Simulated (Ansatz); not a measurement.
Input for Ansatz (an electronic-structure program): R-CCSD(T)/cc-pV(D+d)Z on CH3FSi (SMILES C[Si]F), a point of a torsion scan. Files ending in .json are basis or fitting sets from the Basis Set Exchange.

Ansatz 0.2 input:
```yaml
crystal:
  periodic: [false, false, false]
  atoms:
    - {symbol: C, position_ang: [-0.54739817, -0.01902690, 0.01812028]}
    - {symbol: Si, position_ang: [1.15071285, -0.88956940, -0.10308997]}
    - {symbol: F, position_ang: [1.54647348, -0.78077335, 1.49662113]}
    - {symbol: H, position_ang: [-0.78342791, 0.29371297, 1.03643519]}
    - {symbol: H, position_ang: [-1.34747012, -0.67543855, -0.32295491]}
    - {symbol: H, position_ang: [-0.57870346, 0.86517331, -0.61791488]}
basis:
  gaussian:
    orbitals: cc-pV_D+d_Z.json
magnetization: {spin_polarized: false}
correlation: {method: ccsd_t, electrons: outside_noble_gas}
scf: {lower_state_search: off}
```

The log:

```
WARN ansatz: RAYON_NUM_THREADS=1 ignored (pool sized by the plan → 1); use --threads N
Functional definition: HF
these checks for a lower state are left out or cut short: stability, starts, cluster_reference, orbital_swaps, neighbouring_geometries, increment
integrals: 0.04 GiB planned
648 factors; integrals over basis functions are off by at most 9.1e-4 eV
mean field: 0.11 GiB planned
mean field evaluation 1: about -11644.2912 eV, gradient 3.2e1 eV
mean field evaluation 2: about -11644.2928 eV, gradient 3.2e1 eV
mean field evaluation 4: about -11646.6554 eV, gradient 2.7e0 eV
mean field evaluation 8: about -11646.6909 eV, gradient 3.3e-4 eV
mean field -11646.69091535 eV, -428.0079967283 hartree, gradient 1.4e-6 eV, S^2 0.000000; 0 other end points of the search recorded, 0 dependent functions left out
7 core orbitals not correlated
reference -11646.69091535 eV, -428.0079967283 hartree; 9, 9 occupied and 50, 50 virtual orbitals, 648 factors
second order -11.26555052 eV of doubles, -0.00000000 eV of singles
coupled cluster: 0.13 GiB planned
cycle   1  -11.72923162 eV  change   -4.6e-1 eV  update   9.3e-2
cycle   2  -12.05995273 eV  change   -3.3e-1 eV  update   3.2e-2
cycle   3  -12.16475912 eV  change   -1.0e-1 eV  update   1.9e-2
cycle   4  -12.15936581 eV  change    5.4e-3 eV  update   4.5e-3
cycle   5  -12.15744831 eV  change    1.9e-3 eV  update   1.8e-3
cycle   6  -12.15784636 eV  change   -4.0e-4 eV  update   5.6e-4
cycle   7  -12.15768382 eV  change    1.6e-4 eV  update   2.0e-4
cycle   8  -12.15765336 eV  change    3.0e-5 eV  update   6.5e-5
cycle   9  -12.15768219 eV  change   -2.9e-5 eV  update   2.4e-5
cycle  10  -12.15768272 eV  change   -5.3e-7 eV  update   8.3e-6
perturbative correction -0.28480304 eV, -0.0104663188 hartree
Total energy: -11659.13340111 eV, -428.4652496465 hartree
Checks for a lower state left out: stability, starts, cluster_reference, orbital_swaps, neighbouring_geometries, increment
```

Self-consistency was reached.

Cost: about 1.7 core-seconds (a rough figure).
